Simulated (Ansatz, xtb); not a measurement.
## HIOSi: 3 structures ranked

3 gas-phase structures of HIOSi, found in a search over its isomers (lower ones may exist). Each was relaxed with GFN2-xTB:

A. `O[Si]I`, a singlet
B. `O[Si]I`, a triplet
C. `O=[SiH]I`, a singlet

Problem. Which do you expect lowest at r2SCAN-D4/def2-SVP, and how would the others follow?

Solution. Calculated order at r2SCAN-D4/def2-SVP: A (0.0), C (14.6), B (46.7) kcal/mol.

Energies above the lowest of each column, in kcal/mol; the last columns are at B3LYP-D3(BJ)/def2-SVP geometries (a dash: not run or not comparable):

```csv
structure,GFN2-xTB,HF/STO-3G,r2SCAN-D4/def2-SVP,B3LYP-D3(BJ)/def2-SVP,CCSD(T)/def2-TZVPP
A,24.2,0.0,0.0,0.0,0.0
C,0.0,40.4,14.6,17.6,13.3
B,–,48.8,46.7,53.8,53.2
```

CCSD(T)/def2-TZVPP puts A lowest; GFN2-xTB picks C. Some further structures that were screened fall inside this span and aren't listed. Flexible structures stand in one conformer each, not always the lowest. GFN2-xTB has no spin polarisation and isn't compared across spin states. Open shells are spin-unrestricted. Atoms past krypton carry core potentials in the def2 sets, without spin–orbit terms.

Programs: Ansatz 0.2.0, xtb 6.7.1.
